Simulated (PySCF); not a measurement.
Isomers of C3H11ClSi2. Theory: PySCF, TDDFT CAM-B3LYP/def2-SVPD, vertical, gas phase, core orbitals frozen in the response. Geometries: GFN2-xTB; one conformer of each isolated species. Triplets are in the Tamm–Dancoff approximation.

Task: Rank by computed lowest triplet energy, lowest first.
A. `C[Si@H]([SiH3])CCCl`
B. `[SiH3][Si@H](CC)CCl`
C. `CC(C)[Si@H]([SiH3])Cl`
D. `C[SiH2][C@@H](C)[SiH2]Cl`

Result: C (5.78 eV), B (6.10 eV), A (6.40 eV), D (7.06 eV).

```csv
SMILES,T1 (eV),first f ≥ 0.01 (nm),gap (eV),LUMO (eV),f (S1),S1 mainly
CC(C)[Si@H]([SiH3])Cl,5.78,181,9.68,0.47,0.009,H→L (92%)
CC[Si@@H]([SiH3])CCl,6.10,185,9.98,0.73,0.015,H→L (59%)
C[Si@H]([SiH3])CCCl,6.40,169,10.24,0.74,0.002,H→L (61%)
C[SiH2][C@@H](C)[SiH2]Cl,7.06,159,10.44,0.98,0.006,H→L (67%)
```

H and L stand for HOMO and LUMO.

- `CC(C)[Si@H]([SiH3])Cl`: Löwdin shares by element: HOMO silicon 34%, carbon 22% or more, chlorine 20% (atoms not listed hold the other 24%); LUMO silicon 52%, chlorine 17%, hydrogen 6% or more (atoms not listed hold the other 25%).
- `CC[Si@@H]([SiH3])CCl`: Löwdin shares by element: HOMO chlorine 49%, carbon 28% or more, silicon 12% or more; LUMO silicon 34%, chlorine 13%, carbon 8% or more (atoms not listed hold the other 45%).
- `C[Si@H]([SiH3])CCCl`: Löwdin shares by element: HOMO chlorine 37%, silicon 29%, carbon 18% or more (atoms not listed hold the other 16%); LUMO silicon 32%, chlorine 12%, carbon 11% or more (atoms not listed hold the other 45%).
- `C[SiH2][C@@H](C)[SiH2]Cl`: Löwdin shares by element: HOMO carbon 32% or more, silicon 26%, chlorine 10% (atoms not listed hold the other 31%); LUMO silicon 33%, chlorine 25%, carbon 6% or more (atoms not listed hold the other 37%).
